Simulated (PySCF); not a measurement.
C2H7ClO2Si, SMILES OCC[Si@H](O)Cl.

Coordinates come from a PBE-D3(BJ)/def2-SVP optimisation. The structure was generated by enumeration; whether it is a known compound was not checked. One conformer was computed; it need not be the lowest.

Two levels are set side by side: PBE/def2-TZVP (PySCF) and r2SCAN/def2-TZVP (PySCF). Same geometry, gas phase. Differences are taken from unrounded values.

| quantity | r2SCAN | PBE | PBE minus r2SCAN |
|---|---|---|---|
| orbital gap (eV) | 6.86 | 5.99 | -0.87 |
| highest occupied level (eV) | -6.80 | -6.45 | 0.35 |
| lowest empty level (eV) | 0.06 | -0.46 | -0.52 |
| dipole moment (D) | 1.47 | 1.42 | -0.05 |
| mean polarisability (bohr³) | 68.7 | 71.0 | 2.3 |

Rough cost on one machine, each run with all the roots and properties that it gave: r2SCAN against PBE about 4 times.
